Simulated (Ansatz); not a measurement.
Relaxation of ClF₃H₄HfSi (10 atoms, charge 0, multiplicity 1), to a largest force component of 0.03 eV/Å in at most 50 steps.

The calculation used RKS PBE-D4/def2-SVP (Ansatz).

```xyz
10
Properties=species:S:1:pos:R:3
Hf -0.187 -0.294 -0.079
F -0.242 -0.362 1.870
F 1.615 -0.296 -0.713
Cl -1.387 1.537 -0.955
F -1.013 -1.890 -0.722
Si 1.283 2.883 1.412
H 2.588 2.904 2.153
H 1.498 3.204 -0.038
H 0.307 3.851 2.012
H 0.709 1.520 1.533
```

Q: Where does it end, and by what steps?

A: The run converged. After 8 steps the energy has fallen by 0.123 eV; F2 moved furthest, 0.41 Å.

```
step  energy less start (eV)  largest force component (eV/Å)  accepted
   0                  0.0000                           0.949       yes
   1                 -0.0811                           0.271       yes
   2                 -0.1081                           0.088       yes
   3                 -0.1141                           0.178       yes
   4                 -0.1179                           0.080       yes
   5                 -0.1205                           0.069       yes
   6                 -0.1224                           0.049       yes
   7                 -0.1232                           0.040       yes
   8                 -0.1235                           0.022       yes
```

```xyz
10
Properties=species:S:1:pos:R:3
Hf -0.186 -0.223 0.054
F -0.439 -0.727 1.885
F 1.653 -0.168 -0.483
Cl -1.473 1.647 -0.635
F -0.899 -1.699 -0.921
Si 1.310 2.875 1.302
H 2.563 3.006 2.116
H 1.596 3.069 -0.155
H 0.244 3.812 1.783
H 0.804 1.464 1.528
```

Whether the end is a true minimum wasn't checked by a vibrational analysis.

The run took 19 s on 4 threads of Arm Neoverse V2, on a shared host, peak memory 0.2 GiB.
